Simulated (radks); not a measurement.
Values are calculated unless marked as measured or tabulated.
Initial-state core-level shifts of the terbium ion Tb+ when its valence configuration changes from [Xe] 4f9 6s1. Level of theory: scalar-relativistic Kohn-Sham, PBE, spin-polarised, spherical densities, finite nucleus; open shells are filled with parallel spins first (spin-orbit coupling, left out, can overturn this in heavy ions); Fermi nuclear charge, rms radius 5.06 fm (a radial shooting solver on a logarithmic mesh with Libxc functionals). Shifts are changes of the shell-averaged eigenvalues in eV (positive: less bound); the change of the density at the nucleus, which sets a Mossbauer isomer shift, is in e/bohr^3, on a base of 7.203e+05.

[
 {"valence": "4f9.5 6s0.5", "2p": "+3.501", "3p": "+3.791", "3d": "+3.767", "5p": "+2.188", "density at nucleus": "-29.34"},
 {"valence": "4f9 5d1", "2p": "+1.689", "3p": "+1.632", "3d": "+1.643", "5p": "+1.735", "density at nucleus": "-35.52"},
 {"valence": "4f9.5 6p0.5", "2p": "+2.872", "3p": "+3.177", "3d": "+3.151", "5p": "+1.517", "density at nucleus": "-45.10"},
 {"valence": "4f8 5d1 6p1", "2p": "-7.869", "3p": "-8.730", "3d": "-8.653", "5p": "-4.134", "density at nucleus": "-7.11"},
 {"valence": "4f9 6s0.5 6p0.5", "2p": "-0.653", "3p": "-0.643", "3d": "-0.644", "5p": "-0.670", "density at nucleus": "-17.02"},
 {"valence": "4f10", "2p": "+5.695", "3p": "+6.174", "3d": "+6.134", "5p": "+3.608", "density at nucleus": "-51.50"},
 {"valence": "4f8 6s2", "2p": "-9.101", "3p": "-9.891", "3d": "-9.828", "5p": "-5.248", "density at nucleus": "+76.24"},
 {"valence": "4f9 5d0.5 6s0.5", "2p": "+0.884", "3p": "+0.854", "3d": "+0.860", "5p": "+0.901", "density at nucleus": "-18.32"},
 {"valence": "4f8.5 5d1.5", "2p": "-1.235", "3p": "-1.685", "3d": "-1.639", "5p": "+0.451", "density at nucleus": "-23.63"}
]
